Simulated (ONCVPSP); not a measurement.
# Mg: excitation energies, all-electron against ONCV

- Element: magnesium (Mg)
- Generator: ONCVPSP 4.0.1
- Type: optimised norm-conserving Vanderbilt (ONCV)
- Functional: PBE
- Relativity: scalar-relativistic
- Frozen core: [He]
- Valence charge: 10
- Reference configuration: 2s2 2p6 3s0.5 (charge +1.5)
- Partial waves: 2s+3s: rc 1.15 bohr, ncon 5, nbas 8, qcut 13.3 1/bohr, 2 projectors; 2p: rc 0.70 bohr, ncon 5, nbas 9, qcut 17.5 1/bohr, 3 projectors, debl 1.9 Ha; d scattering state at 0.35 Ha: rc 0.90 bohr, ncon 4, nbas 9, qcut 9.7 1/bohr, 3 projectors, debl 1.9 Ha
- Local potential: polynomial inside 0.70 bohr (lpopt 4, dvloc0 6 Ha)
- Core correction: none

In the p channel the program set the typed energies aside and used -2.240, 0.250, 2.150 Ha.

Energies are relative to the spin-unpolarised reference configuration 2s2 2p6 3s0.5; without spin polarisation the order of configurations can differ from experiment.

(1) Give the all-electron excitation energy and the error of the potential for: 2s2 2p6 3s2; 2s2 2p6 3s1; 2s2 2p6 3s0; 2s1 2p6 3s2.

Answers

(1)

| valence configuration | charge | ΔE all-electron (eV) | error AE − PS (meV) |
| --- | --- | --- | --- |
| 2s2 2p6 3s2 | 0 | -14.550 | +0.1 |
| 2s2 2p6 3s1 | +1 | -6.590 | +0.1 |
| 2s2 2p6 3s0 | +2 | 8.435 | -0.1 |
| 2s1 2p6 3s2 | +1 | 76.920 | -64 |
